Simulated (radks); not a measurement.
Spin polarisation of the 4f6 shell in the samarium ion Sm2+. Start: [Xe] 4f(up 3, down 3); electrons of 4f are moved from spin down to spin up, other shells keep equal spins. Calculated with a radial shooting solver on a logarithmic mesh with Libxc functionals: scalar-relativistic Kohn-Sham, PBE, spin-polarised, spherical densities, finite nucleus; Fermi nuclear charge, rms radius of each element as measured or else 0.836 A^(1/3) + 0.57 fm.

\begin{tabular}{lrrrrr}
moment (Bohr magnetons) & E - E(0) (eV) & e(4f up) (eV) & e(4f down) (eV) & 5p down minus up (eV) & 5s down minus up (eV) \\ \hline
0 & 0.000 & -15.711 & -15.711 & 0.000 & 0.000 \\
1 & -0.170 & -16.032 & -15.352 & 0.338 & 0.452 \\
2 & -0.681 & -16.315 & -14.955 & 0.677 & 0.904 \\
3 & -1.530 & -16.557 & -14.521 & 1.018 & 1.359 \\
4 & -2.718 & -16.756 & -14.047 & 1.362 & 1.816 \\
5 & -4.240 & -16.908 & -13.532 & 1.710 & 2.278 \\
6 & -6.095 & -17.008 & -12.972 & 2.064 & 2.744 \\
\end{tabular}

At moment 6 the spin-polarisation energy is -6.095 eV and the 4f exchange splitting 4.036 eV, that is 0.673 eV per Bohr magneton; E = -I m^2/4 would give I = 0.677 eV.
